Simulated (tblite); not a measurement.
Species: C7H15OP.
Numbering: `[CH3:1][CH2:2][C@@H:3]1[C@@H:4]([CH3:5])[P:6]1[CH2:7][O:8][CH3:9]` (hydrogens: H10, H11, H12 on C1; H13, H14 on C2; H15 on C3; H16 on C4; H17, H18, H19 on C5; H20, H21 on C7; H22, H23, H24 on C9)

Structure used (GFN2-xTB), in Å, numbered top down from 1:
```
atom  x, y, z in Å
C1    -2.177    0.715    1.931
C2    -0.987   -0.238    1.862
C3    -0.390   -0.245    0.474
C4    -1.039   -1.044   -0.615
C5    -1.293   -0.421   -1.963
P6     0.618   -1.708   -0.075
C7     1.787   -0.875   -1.319
O8     2.045    0.483   -1.088
C9     2.895    0.698    0.009
H10   -2.612    0.713    2.928
H11   -2.943    0.416    1.219
H12   -1.866    1.730    1.692
H13   -0.230    0.071    2.589
H14   -1.308   -1.249    2.124
H15    0.008    0.716    0.159
H16   -1.845   -1.696   -0.284
H17   -0.533    0.321   -2.197
H18   -2.262    0.078   -1.951
H19   -1.310   -1.174   -2.751
H20    1.362   -0.953   -2.323
H21    2.721   -1.458   -1.297
H22    2.488    0.241    0.920
H23    2.971    1.776    0.143
H24    3.890    0.278   -0.178
```

Level: GFN2-xTB in tblite, geometry and Hessian alike; calculated harmonic values, unscaled, isolated species. This tight-binding method is rough: wavenumbers can miss measured ones by several per cent, in bad cases by 10 to 20. One conformer, not necessarily the lowest.

Harmonic wavenumbers (cm⁻¹): 43.1, 61.3, 109.5, 124.4, 163.6, 166.0, 195.0, 212.4, 235.3, 292.1, 297.5, 348.7, 386.6, 449.1, 468.0, 617.7, 668.7, 720.0, 809.1, 842.7, 881.4, 959.9, 964.7, 986.2, 988.4, 1036.2, 1074.5, 1090.5, 1096.8, 1122.0, 1129.6, 1138.9, 1159.6, 1180.9, 1233.2, 1239.4, 1269.3, 1270.9, 1322.6, 1376.3, 1404.3, 1408.2, 1410.9, 1433.4, 1465.8, 1485.2, 1488.9, 1492.7, 1498.6, 1500.4, 1505.1, 2854.4, 2897.3, 2920.5, 2952.4, 2958.0, 2972.9, 2981.8, 2997.3, 3000.1, 3011.2, 3027.1, 3032.5, 3034.9, 3039.8, 3040.2.

A = 1735, B = 937.8, C = 796.2 MHz; mass 146.086 u (most abundant isotopes); point group C1, symmetry number 1.

Question: What is the zero-point energy?

Answer: Half the sum of the wavenumbers: 45273 cm⁻¹ = 129.44 kcal/mol.

Question: What is S at 298.15 K and 1 bar for an ideal gas of classical rigid rotors and harmonic oscillators?

Answer: Translation 40.87, rotation 29.90, vibration 36.34: S = 107.1 cal/(mol K).

Question: And Cp and H(298.15 K) − H(0)?

Answer: Cp = 44.49 cal/(mol K), of which vibrations give 36.54 (their classical limit is 66 R = 131.2); H(298.15 K) − H(0) = 8.06 kcal/mol without the zero-point energy, 5.69 from vibrations.

Question: Which modes carry the vibrational entropy at 298.15 K?

Answer: 43.1 cm⁻¹: 5.11; 61.3 cm⁻¹: 4.41; 109.5 cm⁻¹: 3.28; 124.4 cm⁻¹: 3.03; 163.6 cm⁻¹: 2.51; 166.0 cm⁻¹: 2.48 cal/(mol K); the other 60 give 15.52 together.

Question: Blend soft modes into free rotors: weight 1/[1 + (100 cm⁻¹/ν̃)⁴] for the oscillator and the rest for a rotor with moment μB/(μ + B), μ = h/(8π²ν), B = 10⁻⁴⁴ kg m². What vibrational entropy results?

Answer: 33.70 cal/(mol K) in place of 36.34, which changes −T·S at 298.15 K by +0.79 kcal/mol.

Question: What must be added to the electronic energy to get the Gibbs energy at 298.15 K and 1 bar?

Answer: ZPE + [H(298.15 K) − H(0)] − T·S = 129.44 + 8.06 − 31.94 = 105.56 kcal/mol.

Question: How do the functions run with temperature in this model?

Answer: 
```
T (K)  S (cal/(mol K))  Cp (cal/(mol K))  H − H(0) (kcal/mol)  G − H(0) (kcal/mol)  ln q(vib)
  150             82.9              28.2                 2.71                -9.73       3.78
  250             99.8              38.9                 6.05               -18.89       7.12
  400            121.9              56.6                13.21               -35.54      11.93
  600            148.9              76.7                26.65               -62.67      18.15
  900            184.1              96.7                52.89              -112.76      27.01
```

q(vib) and H(0) count from the zero-point level.

Hindered rotation and anharmonicity are outside this model. Other conformers, if any are populated, would add a mixing term that is left out. The structure is chiral; the term R ln 2 for an equal mix with its mirror image is left out.
